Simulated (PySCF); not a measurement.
Species: C5H3F5O.
Numbering: `[F:1]/[CH:2]=[C:3]([F:4])/[CH:5]=[CH:6]/[O:7][C:8]([F:9])([F:10])[F:11]` (hydrogens: H12 on C2; H13 on C5; H14 on C6)

Level: wB97X-D/def2-SVPD in PySCF, non-relativistic, on one gas-phase PBE0-D3(BJ)/def2-SVP geometry that isn't relaxed in the solvent. The solvent is an IEF-PCM continuum (Bondi radii, 1.10 Å for H, scaled by 1.2). The model holds no explicit solvent molecules, cavitation or dispersion.

Gas phase at wB97X-D/def2-SVPD: HOMO -8.73 eV, LUMO 0.53 eV, dipole 0.99 D.

Question: What does the continuum do to the energy, the frontier levels and the dipole at wB97X-D/def2-SVPD in chloroform and tetrahydrofuran?

Answer: 
```json
{"solvent": "chloroform", "ε": "4.711", "E(solvent) − E(gas) (kJ/mol)": "-11.78", "polarisation term (kJ/mol)": "-13.02", "distortion of the solute (kJ/mol)": "1.24", "HOMO (eV)": "-8.55", "LUMO (eV)": "0.74", "dipole (D)": "1.25"}
{"solvent": "tetrahydrofuran", "ε": "7.426", "E(solvent) − E(gas) (kJ/mol)": "-13.62", "polarisation term (kJ/mol)": "-15.29", "distortion of the solute (kJ/mol)": "1.67", "HOMO (eV)": "-8.53", "LUMO (eV)": "0.77", "dipole (D)": "1.30"}
```

The first energy column is the sum of the next two and covers electrostatics alone. From chloroform to tetrahydrofuran the lowering changes by a factor 1.16, Onsager's factor (ε − 1)/(2ε + 1) by 1.14 and ε itself by 1.6.

Question: How does the static polarisability (wB97X-D/def2-SVPD, frozen core, with the continuum's full static response) change?

Answer: 
```json
{"medium": "gas", "isotropic (au)": "74.1", "principal values (au)": "48.6, 63.4, 110.3", "⟨r²⟩ of the electrons (bohr²)": "2371.2"}
{"medium": "chloroform", "isotropic (au)": "89.0", "principal values (au)": "58.3, 75.4, 133.2", "⟨r²⟩ of the electrons (bohr²)": "2372.1"}
{"medium": "tetrahydrofuran", "isotropic (au)": "91.6", "principal values (au)": "60.4, 77.4, 136.9", "⟨r²⟩ of the electrons (bohr²)": "2372.3"}
```

The isotropic value in tetrahydrofuran is 1.24 times the gas-phase one; no cavity-field correction is applied. ⟨r²⟩ is taken about the centre of nuclear charge.

Hardware: an Intel Xeon at 2.50 GHz with one thread, on a shared host. Cost: 2.8 min, 1.3 GiB resident at most. This is the whole response run at wB97X-D/def2-SVPD in tetrahydrofuran, SCF included.

Shape of the structure used: `[F:1]/[CH:2]=[C:3]([F:4])/[CH:5]=[CH:6]/[O:7][C:8]([F:9])([F:10])[F:11]`: C2–C3–C5–C6 -179°, C5–C6–O7–C8 4°, C6–O7–C8–F9 180°.

wB97X-D is run here without its empirical dispersion term; that term would change no orbital, density or response property at a fixed geometry.
